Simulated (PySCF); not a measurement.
**Excitation energy of As⁺ by level of theory**

As⁺ [Ar] 3d10 4s2 4p2 (3P) → As⁺ [Ar] 3d10 4s1 4p2 4d1 (high-spin determinant), as a difference of total energies. All numbers are calculated (PySCF 2.14, the spin-free X2C one-electron Hamiltonian (Gaussian nucleus), in aug-cc-pVTZ-DK (7s6p4d2f, 59 functions)). Correlated levels: valence: [Ar] 3d10 frozen. The calculations carry no spin-orbit coupling.

```csv
method,excitation energy (cm⁻¹)
UHF,138570
MP2 (valence),146210
SCS-MP2 (valence),149660
CCSD (valence),145360
CCSD(T) (valence),144820
```

The promoted electron is Rydberg-like, and one or two diffuse shells describe it only roughly, which tends to raise the upper state.

The coupled-cluster amplitudes are large for the upper state (T1 above 0.03 or a double amplitude above 0.15), so a single reference is strained.

The determinant of the upper state mixes LS terms, which raises its energy above the lowest term, most at the Hartree-Fock and MP2 levels.
